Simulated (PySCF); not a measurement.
C2H8N2, charge +1, doublet, at a GFN2-xTB geometry (a state made from the parent by changing its charge; the spin is typed, not shown lowest), with bond 7-2 at 1.6 times its length; PySCF with TPSS/3-21G.

Here is a job for PySCF.
```python
from pyscf import gto, scf, dft

mol = gto.M(
    atom='''
N     1.778911    0.550319   -0.017299
C     0.528591    0.367345    0.525254
C    -0.528591   -0.367345   -0.525254
N    -1.778911   -0.550319    0.017299
H     2.435603   -0.214691   -0.053969
H     1.954778    1.321030   -0.644121
H    -0.219680    1.895380    0.915189
H     0.567518   -0.295666    1.390746
H    -0.060921   -1.322367   -0.768963
H    -0.567518    0.295666   -1.390746
H    -2.435603    0.214691    0.053969
H    -1.954778   -1.321030    0.644121
''',
    basis='3-21g',
    charge=1,
    spin=1,
    verbose=4,
)

mf = dft.UKS(mol)
mf.xc = 'tpss'
mf.conv_tol = 1e-4
mf.kernel()
```

What the program printed (banner, timings and long lists left out):

```
PySCF version 2.14.0

[INPUT] verbose = 4
[INPUT] num. atoms = 12
[INPUT] num. electrons = 33
[INPUT] charge = 1
[INPUT] spin (= nelec alpha-beta = 2S) = 1
[INPUT] symmetry False subgroup None
[INPUT] Mole.unit = angstrom
[INPUT] Symbol           X                Y                Z      unit          X                Y                Z       unit  Magmom
[INPUT]  1 N      1.778911000000   0.550319000000  -0.017299000000 AA    3.361654589976   1.039952191145  -0.032690372229 Bohr   0.0
[INPUT]  2 C      0.528591000000   0.367345000000   0.525254000000 AA    0.998892221910   0.694181443228   0.992586205832 Bohr   0.0
[INPUT]  3 C     -0.528591000000  -0.367345000000  -0.525254000000 AA   -0.998892221910  -0.694181443228  -0.992586205832 Bohr   0.0
[INPUT]  4 N     -1.778911000000  -0.550319000000   0.017299000000 AA   -3.361654589976  -1.039952191145   0.032690372229 Bohr   0.0
[INPUT]  5 H      2.435603000000  -0.214691000000  -0.053969000000 AA    4.602622618169  -0.405707191409  -0.101986629217 Bohr   0.0
[INPUT]  6 H      1.954778000000   1.321030000000  -0.644121000000 AA    3.693995054325   2.496384902334  -1.217212281081 Bohr   0.0
[INPUT]  7 H     -0.219680000000   1.895380000000   0.915189000000 AA   -0.415135035044   3.581749101978   1.729456562215 Bohr   0.0
[INPUT]  8 H      0.567518000000  -0.295666000000   1.390746000000 AA    1.072453590761  -0.558727764346   2.628129048834 Bohr   0.0
[INPUT]  9 H     -0.060921000000  -1.322367000000  -0.768963000000 AA   -0.115124005235  -2.498911466163  -1.453129469924 Bohr   0.0
[INPUT] 10 H     -0.567518000000   0.295666000000  -1.390746000000 AA   -1.072453590761   0.558727764346  -2.628129048834 Bohr   0.0
[INPUT] 11 H     -2.435603000000   0.214691000000   0.053969000000 AA   -4.602622618169   0.405707191409   0.101986629217 Bohr   0.0
[INPUT] 12 H     -1.954778000000  -1.321030000000   0.644121000000 AA   -3.693995054325  -2.496384902334   1.217212281081 Bohr   0.0

nuclear repulsion = 130.248059695862
number of shells = 36
number of NR pGTOs = 84
number of NR cGTOs = 52
basis = 3-21g
ecp = {}

******** <class 'pyscf.dft.uks.UKS'> ********
method = UKS
initial guess = minao
damping factor = 0
level_shift factor = 0
DIIS = <class 'pyscf.scf.diis.CDIIS'>
diis_start_cycle = 1
diis_space = 8
diis_damp = 0
SCF conv_tol = 0.0001
SCF conv_tol_grad = None
SCF max_cycles = 50
direct_scf = True
direct_scf_tol = 1e-13
number electrons alpha = 17  beta = 16
XC library pyscf.dft.libxc version 7.1.2
    S. Lehtola, C. Steigemann, M. J. T. Oliveira, and M. A. L. Marques,  SoftwareX 7, 1–5 (2018)
XC functionals = tpss
    J. Tao, J. P. Perdew, V. N. Staroverov, and G. E. Scuseria,  Phys. Rev. Lett. 91, 146401 (2003)
    J. P. Perdew, J. Tao, V. N. Staroverov, and G. E. Scuseria,  J. Chem. Phys. 120, 6898 (2004)
    J. Tao, J. P. Perdew, V. N. Staroverov, and G. E. Scuseria,  Phys. Rev. Lett. 91, 146401 (2003)
    J. P. Perdew, J. Tao, V. N. Staroverov, and G. E. Scuseria,  J. Chem. Phys. 120, 6898 (2004)
radial grids:
    Treutler-Ahlrichs [JCP 102, 346 (1995); DOI:10.1063/1.469408] (M4) radial grids

becke partition: Becke, JCP 88, 2547 (1988); DOI:10.1063/1.454033
pruning grids: <function nwchem_prune>
grids dens level: 3
symmetrized grids: False
atomic radii adjust function: <function treutler_atomic_radii_adjust>
small_rho_cutoff = 0
Set gradient conv threshold to 0.01
tot grids = 134504
init E= -189.461681814906

cycle= 1 E= -189.133252904742  delta_E= 0.328  |g|= 0.151  |ddm|= 2.12
cycle= 2 E= -189.105020127225  delta_E= 0.0282  |g|= 0.272  |ddm|= 0.456
cycle= 3 E= -189.125247458513  delta_E= -0.0202  |g|= 0.184  |ddm|= 0.519
cycle= 4 E= -189.144605973411  delta_E= -0.0194  |g|= 0.0405  |ddm|= 0.276
cycle= 5 E= -189.145423741167  delta_E= -0.000818  |g|= 0.0147  |ddm|= 0.0622
cycle= 6 E= -189.145563790547  delta_E= -0.00014  |g|= 0.0047  |ddm|= 0.0223
cycle= 7 E= -189.145587207345  delta_E= -2.34e-05  |g|= 0.00266  |ddm|= 0.00926
Extra cycle  E= -189.145590208118  delta_E= -3e-06  |g|= 0.00395  |ddm|= 0.00806
converged SCF energy = -189.145590208118  <S^2> = 0.75665833  2S+1 = 2.0066473
```
